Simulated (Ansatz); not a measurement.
Two structures, one formula

The two ends of one reaction step of GaNH₈O, closed shell (PBE0-D4/def2-TZVP).

A:

Ga1  (-1.495, 0.611, -0.244)
H2  (-0.397, -0.746, -1.734)
H3  (-2.758, -0.052, -0.889)
H4  (-0.768, 1.925, -0.650)
H5  (1.123, -0.156, 0.969)
O6  (-0.987, -0.027, 1.371)
H7  (0.228, -0.573, -1.326)
N8  (1.799, -0.129, 0.209)
H9  (-1.509, -0.777, 1.662)
H10  (2.496, -0.842, 0.382)
H11  (2.269, 0.767, 0.250)
(Å)

B:

Ga1  (-1.609, 0.507, -0.773)
H2  (-0.345, 0.286, -1.719)
H3  (-2.556, -0.745, -0.565)
H4  (-2.220, 1.955, -0.705)
H5  (0.343, 0.008, 0.865)
O6  (-0.573, 0.398, 1.047)
H7  (1.542, -0.379, -0.772)
N8  (1.787, -0.496, 0.208)
H9  (-1.028, -0.179, 1.666)
H10  (2.079, -1.456, 0.343)
H11  (2.580, 0.102, 0.405)
(Å)

Program: Ansatz 0.2.0. Basis: def2-TZVPP. Cores are frozen in the correlated methods. Filled d shells of the heavier atoms are correlated. The def2 sets are not built for correlating such inner shells, so the correlated values are less sure here. B3LYP uses VWN-RPA correlation.

Q: Which structure is lower at CCSD(T), and by how much? (To be estimated.)

A: The calculation gives: B, by 0.427 eV (electronic energy, against the other). By their contacts, A is a complex of GaH₃O ([OH][GaH2]) + NH₃ + H₂ and B is a complex of GaH₅O ([OH2][GaH3]) + NH₃.

All methods give the same order:

| method | E(B) − E(A) (eV) |
| --- | --- |
| SPW92 | -0.690 |
| PBE-D4 | -0.448 |
| BLYP-D4 | -0.332 |
| r2SCAN-D4 | -0.459 |
| B97M-V | -0.529 |
| PBE0-D4 | -0.514 |
| B3LYP-D4 | -0.406 |
| r2SCAN0-D4 | -0.507 |
| BHLYP-D4 | -0.462 |
| CAM-B3LYP-D4 | -0.469 |
| wB97X-V | -0.444 |
| wB97M-V | -0.447 |
| B2PLYP | -0.396 |
| PBE-QIDH | -0.496 |
| RPA on PBE | -0.401 |
| HF | -0.435 |
| MP2 | -0.375 |
| CCSD | -0.436 |
| CCSD(T) | -0.427 |

No T1 diagnostic of these runs exceeds 0.013.

Labels in which every atom is bracketed show which atoms are joined, not bond orders.

For scale, one of the runs: CCSD(T)/def2-TZVPP, 222 basis functions, launched by `ansatz run in.yaml --threads 4 --pin off --events-out ev --progress --plain --max-ram 9574MiB`. Hardware: 4 CPU threads of an Arm Neoverse V2, shared host. Wall time 110 s; peak host memory 3.6 GiB.
